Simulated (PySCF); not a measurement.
CH8AsB.
SMILES: `C[BH2-][AsH3+]`

Theory: PySCF 2.14.0, density-fitted response routines, TDDFT wB97X-D/def2-SVPD, vertical, gas phase, core orbitals frozen in the response. Isolated species at its PBE0-D3(BJ)/def2-SVP geometry, gas phase. The wB97X-D/def2-SVPD calculation is non-relativistic and has no spin–orbit coupling, an omission that weighs most on arsenic.

Question: List the vertical singlet excitations with oscillator strengths and describe the spectrum.

Answer: 

```csv
state,E (eV),E (kJ/mol),λ (nm),f,symmetry,"main configurations (H = HOMO, L = LUMO)"
S1,7.40,714,167.6,0.015,A′,H-1→L+1 (85%)
S2,7.45,718,166.5,0.091,A′,"H-1→L (80%), H→L+2 (11%)"
S3,7.51,725,165.0,0.0053,A″,H→L+1 (96%)
S4,7.57,731,163.7,0.0027,A″,"H→L (80%), H-1→L+2 (13%)"
S5,7.65,738,162.0,0.025,A″,"H-1→L+2 (76%), H→L (15%)"
S6,7.91,763,156.7,0.012,A′,"H→L+2 (55%), H-1→L+3 (25%)"
```

The lowest singlet comes at 168 nm (714 kJ/mol) in the vacuum ultraviolet; it is weak; its leading configuration is HOMO-1→LUMO+1 (85%). The most intense listed level is S2 at 7.45 eV (167 nm, f = 0.091), 0.05 eV above S1. Löwdin shares by element: HOMO hydrogen 38% or more, boron 35%, carbon 12% (atoms not listed hold the other 16%); LUMO hydrogen 43% or more, arsenic 36% (atoms not listed hold the other 21%). Of the 6 states listed, 4 reach f = 0.01 and none stays under 0.0005. The oscillator strengths of these states sum to 0.151; summed over the whole spectrum of an exact calculation they would give the number of electrons, 52 (Thomas–Reiche–Kuhn). Weighted by f, the mean energy of these states is 7.52 eV. Symmetry labels in Cs follow from the direction of the transition dipole and are given only for states with f of 0.002 or more. Singlets were solved by full linear response.
